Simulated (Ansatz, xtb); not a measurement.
**Relaxing a trial structure of CH6InSi+**

The starting geometry of this gas-phase singlet has its atoms placed at random.

```yaml
atoms:
  - { symbol: C, position_ang: [1.0122, -1.0140, -0.1815] }
  - { symbol: In, position_ang: [-1.4202, 0.6994, -0.7072] }
  - { symbol: Si, position_ang: [0.5887, 0.5843, -1.8381] }
  - { symbol: H, position_ang: [0.5516, 1.3438, 0.0241] }
  - { symbol: H, position_ang: [-0.0873, -2.0273, 0.0698] }
  - { symbol: H, position_ang: [2.2043, -0.4066, 0.4453] }
  - { symbol: H, position_ang: [-1.3555, -1.0490, 0.6661] }
  - { symbol: H, position_ang: [-1.7353, 0.3960, 1.0532] }
  - { symbol: H, position_ang: [-1.7594, -0.9306, -0.8808] }
```

Question: One run relaxed it with r2SCAN-D4/def2-SVP. What is a likely outcome?

Answer: It loosens into CH4InSi + H2, which stay close as a complex (formulas without charges). Distances that change by over a tenth: In2–Si3 (2.31 → 2.74 Å), In2–H4 (2.20 → 3.73 Å), In2–H7 (2.22 → 2.60 Å). Contacts that open: In2–H9 (1.67 → 2.57 Å). Contacts that close: C1–Si3 (2.34 → 1.88 Å), C1–H4 (2.41 → 1.11 Å), C1–H5 (1.52 → 1.10 Å), C1–H6 (1.48 → 1.10 Å), H7–H9 (1.60 → 0.77 Å).

The energy falls by 10.60 eV over 37 steps:

| step | E − E(last) (eV) |
| --- | --- |
| 1 | 10.599 |
| 5 | 3.358 |
| 9 | 1.117 |
| 13 | 0.168 |
| 17 | 0.046 |
| 21 | 0.019 |
| 25 | 0.004 |
| 29 | 0.001 |
| 33 | 0.000 |
| 37 | 0.000 |

Final geometry (Å):

```xyz
9

C     1.8098   -0.2381   -0.1847
In   -1.6677    0.6015    0.1042
Si    0.4922    0.0337   -1.4916
H     2.0520    0.7447    0.2728
H     1.5581   -0.9084    0.6544
H     2.7310   -0.6039   -0.6685
H    -3.2267   -1.4531   -0.2491
H    -3.1654    1.1240    0.7961
H    -2.5845   -1.7045   -0.5826
```

From the same start GFN2-xTB ends elsewhere, in pieces: CH4InSi + H2.

From so rough a start the end depends on the optimiser's path, so another program may land elsewhere. No frequencies were run, so the end isn't proven a minimum. Atoms past krypton carry core potentials, without spin–orbit terms. Run with Ansatz 0.2.0, 74 s on 2 threads of Intel(R) Xeon(R) Platinum 8259CL CPU @ 2.50GHz (Skylake/Cascade Lake) (shared host).
